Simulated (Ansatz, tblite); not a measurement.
Potential energy curve for GeGa (cation, charge +1), lowest singlet found (which spin is the ground state isn't settled by this scan).

Levels of theory: RMP2 = Ansatz (an electronic-structure program) with MP2 on RHF/aug-cc-pVDZ, cores with 3d frozen; RCCSD = CCSD on RHF/aug-cc-pVDZ, cores with 3d frozen (Ansatz); GFN2-xTB, 300 K electronic temperature (tblite); RCCSDT(Q) = CCSDT(Q) on RHF/aug-cc-pVDZ, cores with 3d frozen (Ansatz); RCCSDT = CCSDT on RHF/aug-cc-pVDZ, cores with 3d frozen in Ansatz.

Energies are in mEh, each relative to the lowest point of its own curve between 2.89 and 3.91 Å, where full CI is lowest.

| R / Å | RMP2 | RCCSD | GFN2-xTB | RCCSDT(Q) | RCCSDT |
|---|---|---|---|---|---|
| 2.89 | 3.5 | 3.6 | 3.4 | 3.4 | 3.4 |
| 3.03 | 0.5 | 0.6 | 0.5 | 0.5 | 0.5 |
| 3.28 | 0.0 | 0.0 | 0.0 | 0.0 | 0.0 |
| 3.51 | 2.7 | 2.5 | 2.9 | 2.5 | 2.5 |
| 3.91 | 10.5 | 9.8 | 11.4 | 9.8 | 9.9 |
| 4.28 | 18.2 | 17.1 | 20.0 | 17.3 | 17.3 |
| 4.78 | 27.5 | 25.9 | 29.5 | 26.1 | 26.3 |
| 5.38 | 35.8 | 33.4 | 36.0 | 33.8 | 34.0 |
| 6.02 | 41.6 | 38.3 | 38.0 | 38.6 | 39.0 |
| 7.09 | 46.6 | 42.2 | — | 42.3 | 42.9 |
| 8.22 | 48.8 | 43.9 | — | 43.8 | 44.4 |

At the longest distance, 8.22 Å, RMP2 lies highest above its minimum (48.8 mEh) and RCCSDT(Q) lowest (43.8 mEh).

Dashes: no converged value, or the column stops at the first point that the program doubted or that broke a chosen test of continuity, which isn't proof of a fault.

The scan ran from 1.74 to 8.22 Å; beyond the distances shown full CI changes its symmetry label. The restricted form behind RMP2 keeps the bonding electrons paired and can't separate into open-shell fragments.
